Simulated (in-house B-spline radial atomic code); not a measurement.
Atomic self-consistent-field run: neutral lead. Computed with an all-electron radial atomic-structure program (B-spline basis): Dirac-Kohn-Sham LC-wPBE, spherical fractional occupations, Fermi nucleus of rms radius 5.5012 fm.

Command:
```bash
python run_scf.py task.json out
```
Settings (nuclear radius in fm, mass in u):
```
Z                82
configuration    [Xe] 4f14 5d10 6s2 6p2
hamiltonian      dirac
method           lc_wpbe
spin_polarised   False
nucleus          fermi
rms_radius       5.5012
atomic_mass      207.97665
speed_of_light   137.035999084
```

Output (hartree, bohr):
```
 radial grid: 77 intervals, B-splines of order 8, outer radius 50 bohr

 iter        energy (Eh)    residual
    1      -20920.554271    9.10e-01
    2      -20920.493481    2.35e-01
    3      -20922.069426    4.18e-02
    4      -20922.089519    9.98e-03
    5      -20922.089755    2.29e-03
    6      -20922.089836    1.88e-03
    7      -20922.089919    1.17e-04
    8      -20922.089920    5.19e-05
    9      -20922.089920    5.11e-06
   10      -20922.089920    9.97e-07
   11      -20922.089920    1.27e-07

 total energy                    -20922.08992
 kinetic                           24328.2936
 electron-nucleus                 -52931.9501
 Hartree                            8071.1283
 exact exchange                      -17.6989
 exchange-correlation               -371.8628

 first-order corrections (not in the total)
   Gaunt                            27.7243
   retardation                      -2.9409
   frequency dependence             -0.5564
   self-energy                      21.0031
   Uehling                          -4.4600
   Wichmann-Kroll                    0.2052
   recoil                            0.0329

 orbital      occ     eigenvalue          <r>       <r^2>       <1/r>       <r^4>       r_max    small
 1s1/2      2.000     -3231.1613    0.0160566 0.000357534     101.254 3.53976e-07    0.009845  9.78e-02
 2s1/2      2.000      -577.6495    0.0669193  0.00536625     25.0436 5.07238e-05     0.05738  2.26e-02
 2p1/2      2.000      -554.9459     0.054879  0.00377504     25.0063 2.98795e-05     0.04199  2.27e-02
 2p3/2      4.000      -474.5018    0.0637973  0.00495678     19.9646 4.82097e-05      0.0497  1.99e-02
 3s1/2      2.000      -138.8375      0.17397   0.0347666     9.18561  0.00183059      0.1614  7.59e-03
 3p1/2      2.000      -128.5400     0.164423    0.031584     9.09873  0.00158509      0.1504  7.54e-03
 3p3/2      4.000      -110.5912     0.180689   0.0379178     7.78077   0.0022529      0.1659  6.75e-03
 3d3/2      4.000       -93.5906     0.156972   0.0289236     7.67982  0.00147703      0.1289  6.63e-03
 3d5/2      6.000       -89.7710     0.161902   0.0306396      7.3863  0.00164014      0.1331  6.42e-03
 4s1/2      2.000       -31.6228      0.38415    0.166721     3.90018   0.0400925      0.3629  2.61e-03
 4p1/2      2.000       -27.1545     0.385333    0.169093     3.79096     0.04228      0.3604  2.52e-03
 4p3/2      4.000       -22.7635     0.419749    0.200268     3.33615   0.0591507      0.3919  2.21e-03
 4d3/2      4.000       -15.4670      0.42455     0.20824     3.13872   0.0683384      0.3833  2.01e-03
 4d5/2      6.000       -14.6473       0.4356    0.219009     3.03601   0.0755079      0.3928  1.93e-03
 5s1/2      2.000        -5.5187     0.855857    0.821074     1.61543     0.97121       0.791  6.98e-04
 5p1/2      2.000        -3.9924     0.915645    0.946218     1.49118     1.33428      0.8296  6.10e-04
 5p3/2      4.000        -3.1747      1.00811      1.1482     1.32336     1.98394      0.9066  5.14e-04
 4f5/2      6.000        -5.2022     0.450845    0.243526     2.69546    0.116233      0.3479  1.57e-03
 4f7/2      8.000        -5.0172     0.457158    0.250358     2.65601    0.122931      0.3523  1.54e-03
 5d3/2      4.000        -1.0378      1.27367     1.88859      1.0351     6.21559       1.053  3.27e-04
 5d5/2      6.000        -0.9421       1.3215     2.03746    0.994807     7.31443       1.085  3.05e-04
 6s1/2      2.000        -0.6019      2.32822     6.18036    0.553946     61.4328        1.97  9.91e-05
 6p1/2      0.667        -0.1477      3.12825     11.5454    0.413376     248.578       2.427  5.33e-05
 6p3/2      1.333        -0.0920      3.75864     16.9143    0.343972     565.717       2.817  3.65e-05
```

Time taken, with all properties: 17 s on 1 thread of Arm Neoverse V1 (shared host).

For the Dirac Hamiltonian the kinetic term is c α·p + (β - 1)c².

Caution: exact exchange at fractional occupations of open shells leaves self-interaction of up to several eV.
